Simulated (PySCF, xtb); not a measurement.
Ge(H)2(Cl)(Me) (CH₅ClGe), SMILES [Cl][GeH2][CH3].

xtb with GFN2-xTB at its own geometry gives an orbital gap of 7.70 eV and a dipole moment of 2.13 D.

Geometry optimised at B3LYP-D3(BJ)/def2-SVP.

### Question
What does ωB97X/def2-TZVPD (PySCF) give? (Estimate from the structure and the level; the computed values follow.)

### Answer
gap 12.55 eV (levels -10.92 and 1.62 eV), dipole 2.58 D.
